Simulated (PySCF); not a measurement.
**The first ionisation energy along the 5p block**

All values are computed (PySCF 2.14, energy differences of UHF-based or UKS calculations, no spin-orbit coupling). Values in eV. The last column holds reference values (NIST; (s) semi-empirical, (t) theoretical, else measured). Unmarked ones compare directly (S terms, centres of terms, or small fine structure); those marked * lie between the lowest fine-structure levels and include a spin-orbit shift.

| element | configurations | CCSD (valence and next inner shell) | PBE | PBE0 | r2SCAN | SCS-MP2 (valence) | CCSD(T) (valence) | reference |
| --- | --- | --- | --- | --- | --- | --- | --- | --- |
| In (ANO-RCC-VTZP, spin-free X2C) | [Kr] 4d10 5s2 5p1 → [Kr] 4d10 5s2 | 5.473 | 5.620 | 5.646 | 5.738 | 5.356 | 5.441 | 5.603 |
| Sb (ANO-RCC-VTZP, spin-free X2C) | [Kr] 4d10 5s2 5p3 → [Kr] 4d10 5s2 5p2 | 9.020 | 8.989 | 9.064 | 9.178 | 8.864 | 8.986 | 9.124 |
| Te (ANO-RCC-VTZP, spin-free X2C) | [Kr] 4d10 5s2 5p4 → [Kr] 4d10 5s2 5p3 | 8.558 | 8.787 | 8.787 | 8.785 | 8.419 | 8.508 | 8.749 |
| I (ANO-RCC-VTZP, spin-free X2C) | [Kr] 4d10 5s2 5p5 → [Kr] 4d10 5s2 5p4 | 10.380 | 10.540 | 10.561 | 10.559 | 10.290 | 10.345 | 10.519 |
| Xe (ANO-RCC-VTZP, spin-free X2C) | [Xe] → [Kr] 4d10 5s2 5p5 | 12.283 | 12.374 | 12.438 | 12.468 | 12.236 | 12.247 | 12.565 |

**Question.** Fill in the row of Sn (ANO-RCC-VTZP, spin-free X2C) ([Kr] 4d10 5s2 5p2 → [Kr] 4d10 5s2 5p1).

**Answer.** CCSD (valence and next inner shell) 7.227; PBE 7.290; PBE0 7.333; r2SCAN 7.427; SCS-MP2 (valence) 7.083; CCSD(T) (valence) 7.193; reference 7.389 (eV).

"Valence" correlates the outer s and p shells and, in groups 3 to 12 and the f block, the outer d or f shell, open or full, or the next shell where the ion has no valence electron left; the wider scheme adds the next inner shell.
